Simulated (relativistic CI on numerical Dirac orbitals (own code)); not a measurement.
Zr⁺: resonant inelastic scattering at the M2,3 edge

Computed with this model: Dirac-Coulomb-Breit CI, orbitals from a KLI potential per configuration, a model potential for QED, Kramers-Heisenberg scattering through one core-hole configuration in a parametric crystal field, unscaled Slater integrals; configurations [Kr] 4d3 → [Ne] 3s2 3p5 3d10 4s2 4p6 4d4; 300 K; core-hole width 3 eV; summed over polarisations. Incident energies are the highest absorption maxima for each field (at most a few, so the weaker spin-orbit partner edge can be absent), on the computed scale of the free ion. Intensities are in per cent of the strongest line above 0.02 eV; levels within 1 cm⁻¹ are merged; final levels count from the ground level, the first row holds all elastic scattering, lines under 0.4 are left out and each table stops after 24 rows. The scale of the Slater integrals is a model choice and moves the terms in proportion. The configuration is assumed, with all valence electrons in the open shell; the free ion's ground configuration is another.

Field parameters in Wybourne normalisation: Oh B⁴₀ = 21Dq, B⁴₄ = √(5/14) B⁴₀. The field is a parameter set, without covalency.

S is read from ⟨S²⟩ = S(S + 1).

Oh, 10Dq = 3450 cm⁻¹:

```
Final level (eV)  Degeneracy  Irrep     S  334 eV  347.9 eV
           0.000           4     Γ8  1.50  3861.4     580.2
           0.417           2     Γ7  1.50    33.1      12.4
           0.426           4     Γ8  1.50   100.0      46.6
           0.434           4     Γ8  1.50    66.0      31.0
           0.440           2     Γ6  1.50    32.6      16.3
           0.716           2     Γ7  1.50     9.3      10.5
           0.722           4     Γ8  1.50    18.1      17.1
           0.757           4     Γ8  1.50    50.2       5.2
           0.778           2     Γ6  1.50    41.9       1.7
           1.253           4     Γ8  0.50    27.5      22.9
           1.311           4     Γ8  0.51    37.2      27.7
           1.322           2     Γ6  0.50    28.3      20.8
           1.533           2     Γ6  0.54     4.8       0.7
           1.573           2     Γ7  0.52    11.9       5.9
           1.578           2     Γ6  1.47    72.1       3.1
           1.583           4     Γ8  1.13    56.6      23.4
           1.593           4     Γ8  1.00    78.5      21.4
           1.623           4     Γ8  1.49    21.1      23.0
           1.623           2     Γ7  1.49    12.6      16.2
           1.754           4     Γ8  0.51    31.3      20.7
           1.774           2     Γ6  0.52     3.3       2.1
           1.775           2     Γ7  0.51    32.4      24.1
           1.822           4     Γ8  0.54     8.0       8.3
           1.947           4     Γ8  0.51     1.2       1.4
```

Oh, 10Dq = 7750 cm⁻¹:

```tsv
Final level (eV)	Degeneracy	Irrep	S	333.9 eV	347.7 eV
0.000	4	Γ8	1.50	2998.3	459.2
0.949	2	Γ7	1.50	37.0	12.1
0.956	4	Γ8	1.50	100.0	45.2
0.965	4	Γ8	1.49	61.9	30.7
0.970	2	Γ6	1.50	33.8	16.7
1.299	4	Γ8	0.52	32.4	19.1
1.355	4	Γ8	0.56	38.6	21.8
1.373	2	Γ6	0.53	28.5	16.8
1.500	2	Γ7	1.49	13.1	16.4
1.504	4	Γ8	1.50	24.1	25.8
1.536	4	Γ8	1.47	65.3	6.1
1.543	2	Γ6	1.49	56.1	1.9
1.845	4	Γ8	0.51	59.3	33.1
1.864	2	Γ7	0.51	30.4	17.3
2.060	2	Γ6	0.51	1.1	0.2
2.254	2	Γ7	0.50	8.8	7.8
2.260	4	Γ8	0.50	15.4	11.0
2.297	2	Γ6	0.55	3.8	1.7
2.320	4	Γ8	0.68	9.6	2.6
2.415	2	Γ6	1.47	22.2	1.4
2.421	4	Γ8	1.36	9.7	9.1
2.428	4	Γ8	1.41	18.8	7.4
2.432	2	Γ7	1.50	4.6	6.6
2.488	4	Γ8	0.71	1.5	1.5
```

For the first field the strongest loss at the lowest incident energy is the level at 0.43 eV (S = 1.50, against 1.50 in the thermal ground state). Levels of other spin, the first over 8 % at 1.25 eV, appear because spin-orbit coupling of the core hole, and in heavier ions of the valence shell too, mixes spins.
